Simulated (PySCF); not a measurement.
## SrTl⁺: one state, many levels of theory

State: ¹Σ⁺ (singlet), closed shell. Set-up: PySCF, scalar-relativistic core potentials, basis sets Sr def2-SVPD with ECP28, Tl def2-SVPD with ECP60. De refers to Sr⁺ + Tl in their high-spin ground configurations, without counterpoise correction. A positive dipole points towards Tl; it is taken about the centre of mass and depends on that origin.

```json
{"Level": "RHF-MP2", "Re (Å)": "3.825", "ωe (cm⁻¹)": "70.3", "De (eV)": "n/a", "μ (D)": "n/a"}
{"Level": "RHF-SCS-MP2", "Re (Å)": "3.873", "ωe (cm⁻¹)": "67.3", "De (eV)": "n/a", "μ (D)": "n/a"}
{"Level": "RHF-CCSD", "Re (Å)": "3.845", "ωe (cm⁻¹)": "69.2", "De (eV)": "n/a", "μ (D)": "n/a"}
{"Level": "RHF-CCSD(T)", "Re (Å)": "3.834", "ωe (cm⁻¹)": "69.6", "De (eV)": "n/a", "μ (D)": "n/a"}
{"Level": "PBE", "Re (Å)": "3.854", "ωe (cm⁻¹)": "68.4", "De (eV)": "n/a", "μ (D)": "-6.63"}
{"Level": "PW91", "Re (Å)": "3.838", "ωe (cm⁻¹)": "69.4", "De (eV)": "n/a", "μ (D)": "-6.72"}
{"Level": "r²SCAN", "Re (Å)": "3.830", "ωe (cm⁻¹)": "71.9", "De (eV)": "n/a", "μ (D)": "-7.23"}
{"Level": "M06-L", "Re (Å)": "3.904", "ωe (cm⁻¹)": "65.3", "De (eV)": "n/a", "μ (D)": "-5.37"}
{"Level": "TPSSh", "Re (Å)": "3.850", "ωe (cm⁻¹)": "69.9", "De (eV)": "n/a", "μ (D)": "-7.30"}
{"Level": "PBE0", "Re (Å)": "3.837", "ωe (cm⁻¹)": "71.2", "De (eV)": "n/a", "μ (D)": "-6.98"}
{"Level": "HSE06", "Re (Å)": "3.832", "ωe (cm⁻¹)": "71.4", "De (eV)": "n/a", "μ (D)": "-7.00"}
```

Correlated steps freeze 4 core orbitals. Closed-shell solutions of metal pairs were not tested for spin polarisation, which can lower them a little. These are scalar-relativistic numbers at best; spin–orbit coupling would shift them, the dissociation energy most.

The whole job (state search and all levels along the bond) took about 3.7 min on 1 thread of Oxide Virtual Turin-like (shared host), peak memory 0.82 GiB.
